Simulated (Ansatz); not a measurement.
```yaml
crystal:
  periodic: [false, false, false]
  atoms:
    - {symbol: F, position_ang: [0.484598, 0.632902, 2.278090]}
    - {symbol: C, position_ang: [0.108539, 0.104479, 0.949151]}
    - {symbol: C, position_ang: [-0.719251, -0.657431, 0.717201]}
    - {symbol: Ge, position_ang: [-0.389580, -0.367157, -1.024357]}
    - {symbol: C, position_ang: [0.794364, 0.757579, -0.141286]}
    - {symbol: H, position_ang: [-1.421798, -1.364155, 1.403062]}
    - {symbol: H, position_ang: [-1.573032, 0.099034, -1.897378]}
    - {symbol: H, position_ang: [0.251356, -1.737962, -1.837646]}
    - {symbol: H, position_ang: [0.620609, 1.848790, -0.311941]}
    - {symbol: H, position_ang: [1.794818, 0.571887, -0.321483]}
basis:
  gaussian: {orbitals: def2-TZVP, nuclear_model: gaussian}
magnetization: {spin_polarized: true, initial_magnetization: 2}
hamiltonian: {xc: {name: PBE}}
accuracy: high
```

```sh
$ ansatz run in.yaml --threads 4 --pin off --events-out ev --progress --plain --max-ram 10444MiB
```

Shortened log:

```
Functional definition: PBE
3596 factors; integrals over basis functions are off by at most 4.8e-9 eV
mean field evaluation 1: about -62373.8337 eV, gradient 7.9e1 eV
mean field evaluation 2: about -62067.2460 eV, gradient 2.0e2 eV
mean field evaluation 4: about -62380.7787 eV, gradient 6.3e1 eV
mean field evaluation 8: about -62402.3662 eV, gradient 1.4e1 eV
mean field evaluation 16: about -62404.0661 eV, gradient 4.8e-2 eV
mean field evaluation 32: about -62404.0661 eV, gradient 1.3e-6 eV
mean field -62404.07416319 eV, -2293.3074264964 hartree, gradient 2.0e-8 eV, S^2 2.005949; 14 other end points of the search recorded, 0 dependent functions left out
reference -62404.07416722 eV, -2293.3074266446 hartree; 33, 31 occupied and 169, 171 virtual orbitals, 3596 factors
Total energy: -62404.07416722 eV, -2293.3074266446 hartree
```

Hardware: 4 threads of an Arm Neoverse V1 on a shared host. Wall time 36 s, peak host memory 1.2 GiB.
